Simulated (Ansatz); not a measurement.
Cost and result up the ladder for cyclo-(H2SnNH)2 (Sn₂N₂H₆) (10 atoms). Total charge 0; singlet. Geometry: B3LYP-D4/def2-SVP.

Cartesian coordinates in Å:
```
Sn -1.355 0.669 -0.333
H -1.708 2.092 -1.238
H -2.813 -0.058 0.258
N 0.012 -0.584 -1.246
Sn 1.394 -0.607 0.290
H 1.492 -2.057 1.235
H 2.965 -0.077 -0.178
N 0.188 0.905 1.025
H -0.228 -1.383 -1.828
H 0.054 1.100 2.014
```

Ansatz on 4 threads of Arm Neoverse V1 on a shared host. Times are rough, and most runs start from the orbitals of an earlier one. CAM-B3LYP-D4/def2-TZVP serves as the yardstick here, not as an exact answer. Differences are given only for rows in sets of like size (and for xTB, whose basis is part of the method), since another set adds its own error. Binding counts from free atoms at the same level (Sn triplet, H doublet, N quartet; other spins of the atoms weren't run), without zero-point energy or a counterpoise term.

In the def2 sets Sn takes a core potential; there is no spin–orbit coupling. LC-ωPBE has ω = 0.4 bohr⁻¹. HSE06 is defined as in plane-wave codes, on full-range PBE exchange. Correlated methods freeze 10 core orbitals; core or outer-core shells of Sn are correlated, in sets that lack core-valence functions. The rows differ in basis, and correlated rows in double-zeta sets carry the largest basis error.

Correlated methods converge slowly with the basis, most of all in double-zeta sets.

| level | functions | wall time |
| --- | --- | --- |
| LDA (SPW92)/def2-TZVP | 198 | 1.2 s |
| PBE0-D4/def2-SVP | 110 | 1.6 s |
| PBE-D4/def2-TZVP | 198 | 2 s |
| revPBE-D4/def2-TZVP | 198 | 2 s |
| LC-ωPBE/def2-TZVP | 198 | 2.8 s |
| PBE-D4/def2-TZVPD | 240 | 3.1 s |
| HSE06-D4/def2-TZVP | 198 | 3.4 s |
| CAM-B3LYP-D4/def2-TZVP | 198 | 3.6 s |
| r2SCAN-D4/def2-TZVP | 198 | 4.4 s |
| PBE0-D4/def2-TZVP (with forces) | 198 | 4.5 s |
| PBE0-D4/def2-TZVPD | 240 | 4.5 s |
| r2SCAN0-D4/def2-TZVP | 198 | 5.5 s |
| r2SCAN-D4/def2-TZVPD | 240 | 6.5 s |
| CCSD(T)/def2-SVP | 110 | 14 s |

Task: Estimate what each level gives for the binding energy per atom (eV).

Result: 
```csv
level,binding energy per atom (eV),difference from CAM-B3LYP-D4/def2-TZVP (eV)
LDA (SPW92)/def2-TZVP,3.24,0.45
PBE0-D4/def2-SVP,2.68,–
PBE-D4/def2-TZVP,2.81,0.02
revPBE-D4/def2-TZVP,2.72,-0.06
LC-ωPBE/def2-TZVP,2.74,-0.04
PBE-D4/def2-TZVPD,2.81,0.03
HSE06-D4/def2-TZVP,2.73,-0.05
CAM-B3LYP-D4/def2-TZVP,2.79,0.00
r2SCAN-D4/def2-TZVP,2.74,-0.04
PBE0-D4/def2-TZVP (with forces),2.73,-0.05
PBE0-D4/def2-TZVPD,2.74,-0.05
r2SCAN0-D4/def2-TZVP,2.68,-0.11
r2SCAN-D4/def2-TZVPD,2.75,-0.04
CCSD(T)/def2-SVP,2.49,–
```
